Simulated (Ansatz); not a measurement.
The cluster Ga5As4⁺. Charge 1, multiplicity 1. Geometry PBE-D4/def2-SVP; atoms count from 1.

Cartesian coordinates in Å:
```
Ga -0.3800 -2.1099 -0.7019
Ga 3.8888 -1.1794 1.4189
Ga 0.9500 0.7200 -2.3790
Ga -4.0303 1.0750 -1.0701
Ga 0.3235 2.0661 0.8440
As 0.4934 -0.7729 1.8618
As -1.3868 0.6341 -1.0798
As 1.8458 -0.2853 -0.0673
As -1.7044 -0.1477 1.1733
```

Another isomer (singlet) lies 0.20 eV lower at PBE0-D4/def2-TZVP; other spin states weren't run for this one.

(1) Estimate the Mulliken populations from the PBE0/def2-TZVP orbitals of Ansatz.

(2) And the Mayer bond orders between heavy atoms (over 0.3)?

Results:

(1) 
| atom | charge (e) |
| --- | --- |
| Ga1 | 0.41 |
| Ga2 | 0.53 |
| Ga3 | 0.33 |
| Ga4 | 0.53 |
| Ga5 | 0.41 |
| As6 | -0.08 |
| As7 | -0.53 |
| As8 | -0.53 |
| As9 | -0.07 |
Mulliken values depend strongly on the basis.

(2) Ga2–As8 0.58 (2.68 Å); Ga3–As7 0.52 (2.68 Å); Ga3–As8 0.52 (2.68 Å); Ga4–As7 0.58 (2.68 Å); As6–As8 1.12 (2.41 Å); As6–As9 1.26 (2.39 Å); As7–As9 1.12 (2.41 Å).
